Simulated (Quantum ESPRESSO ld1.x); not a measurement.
The numbers below are computed, except where a source is named.
Species: I V. Configuration: [Kr] 4d10 5s2 6p1 (not the ground configuration).

Level of theory: non-relativistic Kohn-Sham, LDA (Slater exchange, Perdew-Wang correlation), spin-polarised, spherical densities, point nucleus; open shells are filled with parallel spins first; relativity is left out, which matters for an element this heavy (ld1.x of Quantum ESPRESSO 7.5).

Energy parts (hartree):
total: -6910.1526
kinetic: 6906.6225
electron-nucleus: -16319.9248
Hartree: 2672.1071
exchange-correlation: -168.9574

Orbitals (lengths in bohr, moments of r in powers of bohr; <r^-3> diverges for s and p1/2):
[
 {"orbital": "1s up", "occ.": "1", "eigenvalue (hartree)": "-1163.70", "<r^-3>": "-", "<r^2>": "0.001102"},
 {"orbital": "1s down", "occ.": "1", "eigenvalue (hartree)": "-1163.70", "<r^-3>": "-", "<r^2>": "0.001102"},
 {"orbital": "2s up", "occ.": "1", "eigenvalue (hartree)": "-176.966", "<r^-3>": "-", "<r^2>": "0.01792"},
 {"orbital": "2s down", "occ.": "1", "eigenvalue (hartree)": "-176.966", "<r^-3>": "-", "<r^2>": "0.01792"},
 {"orbital": "2p up", "occ.": "3", "eigenvalue (hartree)": "-166.499", "<r^-3>": "4889", "<r^2>": "0.01344"},
 {"orbital": "2p down", "occ.": "3", "eigenvalue (hartree)": "-166.499", "<r^-3>": "4889", "<r^2>": "0.01344"},
 {"orbital": "3s up", "occ.": "1", "eigenvalue (hartree)": "-37.1245", "<r^-3>": "-", "<r^2>": "0.1230"},
 {"orbital": "3s down", "occ.": "1", "eigenvalue (hartree)": "-37.1239", "<r^-3>": "-", "<r^2>": "0.1230"},
 {"orbital": "3p up", "occ.": "3", "eigenvalue (hartree)": "-32.7129", "<r^-3>": "915.7", "<r^2>": "0.1175"},
 {"orbital": "3p down", "occ.": "3", "eigenvalue (hartree)": "-32.7123", "<r^-3>": "915.7", "<r^2>": "0.1175"},
 {"orbital": "3d up", "occ.": "5", "eigenvalue (hartree)": "-24.4831", "<r^-3>": "149.0", "<r^2>": "0.09872"},
 {"orbital": "3d down", "occ.": "5", "eigenvalue (hartree)": "-24.4826", "<r^-3>": "149.0", "<r^2>": "0.09872"},
 {"orbital": "4s up", "occ.": "1", "eigenvalue (hartree)": "-7.97083", "<r^-3>": "-", "<r^2>": "0.6678"},
 {"orbital": "4s down", "occ.": "1", "eigenvalue (hartree)": "-7.96956", "<r^-3>": "-", "<r^2>": "0.6677"},
 {"orbital": "4p up", "occ.": "3", "eigenvalue (hartree)": "-6.42471", "<r^-3>": "180.8", "<r^2>": "0.7337"},
 {"orbital": "4p down", "occ.": "3", "eigenvalue (hartree)": "-6.42330", "<r^-3>": "180.8", "<r^2>": "0.7334"},
 {"orbital": "4d up", "occ.": "5", "eigenvalue (hartree)": "-3.77804", "<r^-3>": "22.63", "<r^2>": "0.9524"},
 {"orbital": "4d down", "occ.": "5", "eigenvalue (hartree)": "-3.77613", "<r^-3>": "22.64", "<r^2>": "0.9516"},
 {"orbital": "5s up", "occ.": "1", "eigenvalue (hartree)": "-2.20336", "<r^-3>": "-", "<r^2>": "3.666"},
 {"orbital": "5s down", "occ.": "1", "eigenvalue (hartree)": "-2.19664", "<r^-3>": "-", "<r^2>": "3.649"},
 {"orbital": "5p up", "occ.": "0", "eigenvalue (hartree)": "-1.78569", "<r^-3>": "29.23", "<r^2>": "4.505"},
 {"orbital": "5p down", "occ.": "0", "eigenvalue (hartree)": "-1.77750", "<r^-3>": "29.46", "<r^2>": "4.460"},
 {"orbital": "6s up", "occ.": "0", "eigenvalue (hartree)": "-0.99229", "<r^-3>": "-", "<r^2>": "14.55"},
 {"orbital": "6s down", "occ.": "0", "eigenvalue (hartree)": "-0.95895", "<r^-3>": "-", "<r^2>": "14.50"},
 {"orbital": "6p up", "occ.": "1", "eigenvalue (hartree)": "-0.85002", "<r^-3>": "8.891", "<r^2>": "17.55"},
 {"orbital": "6p down", "occ.": "0", "eigenvalue (hartree)": "-0.81626", "<r^-3>": "8.801", "<r^2>": "17.77"}
]

The highest occupied level is 6p up at -23.130 eV. The configuration is held as typed, so some empty levels lie below it. Summed over all electrons, <r^2> = 42.18 bohr^2, which gives a Langevin (diamagnetic) susceptibility term of -33.4 x 10^-6 cm^3/mol. The density falls to 0.001 e/bohr^3 at r = 4.74 bohr.
